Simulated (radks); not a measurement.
Yb3+, configuration [Xe] 4f13. Method: Dirac Kohn-Sham, LDA (Slater exchange, Perdew-Wang correlation), spin-unpolarised, spherical densities, point nucleus; open shells are shared between the two j in proportion to 2j + 1; computed with a radial shooting solver on a logarithmic mesh with Libxc functionals.

Normalised radial functions P(r) = r R(r) (large component), r in bohr:

r	4d3/2	4d5/2	5p1/2
0.0009452	0.0000	0.0000	0.0043
0.001251	0.0001	0.0000	0.0058
0.001641	0.0001	0.0000	0.0079
0.002172	0.0002	0.0001	0.0110
0.002874	0.0004	0.0002	0.0156
0.003802	0.0007	0.0004	0.0222
0.005031	0.0015	0.0009	0.0320
0.006604	0.0029	0.0020	0.0457
0.008737	0.0059	0.0043	0.0656
0.01156	0.0120	0.0093	0.0932
0.0153	0.0240	0.0196	0.1292
0.02024	0.0473	0.0400	0.1718
0.02657	0.0889	0.0777	0.2131
0.03515	0.1636	0.1471	0.2406
0.04651	0.2851	0.2623	0.2278
0.06154	0.4603	0.4323	0.1461
0.08077	0.6634	0.6346	-0.0101
0.1069	0.8346	0.8143	-0.2113
0.1414	0.8320	0.8328	-0.3418
0.1871	0.5072	0.5379	-0.2603
0.2475	-0.1639	-0.1086	0.0650
0.3249	-0.9312	-0.8740	0.4206
0.4299	-1.4413	-1.4094	0.4864
0.5688	-1.4115	-1.4158	0.0919
0.7527	-0.9745	-1.0008	-0.5246
0.9959	-0.4794	-0.5056	-0.9489
1.307	-0.1687	-0.1834	-0.9669
1.73	-0.0373	-0.0422	-0.6768
2.288	-0.0047	-0.0056	-0.3279
3.028	-0.0003	-0.0004	-0.1035
4.006	0.0000	0.0000	-0.0191

4d3/2: eigenvalue -216.91 eV, 1 radial node at r = 0.233 bohr, <r> = 0.552 bohr, 90 % of the charge inside 0.831 bohr. 4d5/2: eigenvalue -207.69 eV, 1 radial node at r = 0.238 bohr, <r> = 0.564 bohr, 90 % of the charge inside 0.848 bohr. 5p1/2: eigenvalue -62.166 eV, 3 radial nodes at r = 0.0796, 0.236, 0.594 bohr, <r> = 1.32 bohr, 90 % of the charge inside 1.93 bohr.
